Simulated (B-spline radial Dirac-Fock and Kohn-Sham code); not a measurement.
## How the settings move the core levels of Yb

ΔSCF core binding energies without Breit or QED terms, calculated with an atomic code on a B-spline grid. Keys: rel is the Hamiltonian (dirac, or spin-free x2c and nr, where L3 and M5 stand for the whole 2p and 3d shells), method is hf or an exchange,correlation pair (spin-unpolarised, also for the hole states), nuc the nuclear model, radius_factor scales its radius, rmax is the box in bohr, h the logarithmic mesh step, order the B-spline order, points the quadrature points per cell, c_factor scales the speed of light, and damp, ndamp, maxit and tol steer the iteration. The run stops when the commutator error falls below 10·tol·max(1, Z/10), or the numerical noise floor, and the energy has settled to about 1e-8 Ha; the virial ratio is −V/T.

Base input:

```json
{"items": [{"Z": 70, "q": 0, "cfg": [[1, 0, 2], [2, 0, 2], [2, 1, 6], [3, 0, 2], [3, 1, 6], [3, 2, 10], [4, 0, 2], [4, 1, 6], [4, 2, 10], [4, 3, 14], [5, 0, 2], [5, 1, 6], [6, 0, 2]], "A": 174, "rrms": 5.3108, "do": "settings", "holes": ["K", "L3", "M5"],
  "settings": [{"rel": "dirac", "method": "hf", "nuc": "fermi", "radius_factor": 1.0, "rmax": 45.0, "h": 0.3, "order": 8, "points": 10, "c_factor": 1.0, "maxit": 60, "damp": 0.5, "ndamp": 3, "tol": 1e-08}]}]}
```

The ground state converged in 15 iterations, with total energy -14067.62735 Ha, virial ratio 1.90056 and highest orbital energy -5.35 eV. ΔSCF binding energies: K (1s) 61618.1 eV, L3 (2p3/2) 8965.4 eV, M5 (3d5/2) 1528.7 eV.

Changes from the base run:

```
                         changed setting  Δ total energy (Ha)  Δ K (eV)  Δ L3 (eV)  Δ M5 (eV)  iterations
                            tol = 0.0001              0.00000      0.00       0.00       0.00          14
                     radius_factor = 2.0             +3.76194    -42.11      +0.25      +0.06          15
    rmax = 30.0; h = 0.5; c_factor = 1.5           +398.99292  -2618.47     -15.14     +20.13          11
                                 h = 0.5             +0.53636     +0.69      +0.70      +0.93          15
                              damp = 0.8              0.00000      0.00       0.00       0.00          15
                               order = 5             +0.00649      0.00      +0.01      +0.01          15
                          c_factor = 2.0           +523.97906  -3439.52     -23.08     +25.38          11
                             rmax = 30.0              0.00000      0.00       0.00       0.00          15
                                                      0.00000      0.00       0.00       0.00          15
                          c_factor = 1.5           +398.43387  -2619.33     -16.00     +19.09          11
                               order = 6             +0.00086      0.00       0.00       0.00          15
nuc = "sphere"; damp = 0.8; tol = 0.0001             +0.00272     -0.03       0.00       0.00          13
   rel = "nr"; method = "lda,"; h = 0.12                    ?         ?          ?          ?           ?
 nuc = "gauss"; h = 0.12; c_factor = 2.0           +523.97785  -3439.51     -23.08     +25.38          11
                         method = "lda,"             +9.14106    -13.70     -38.24     -10.47          14
```

Question: What does the change rel = "nr"; method = "lda,"; h = 0.12 do?

Answer: The total energy moves by +686.71665 Ha and the binding energies by K -4453.20 eV, L3 -73.46 eV, M5 +21.75 eV; the run takes 12 iterations.
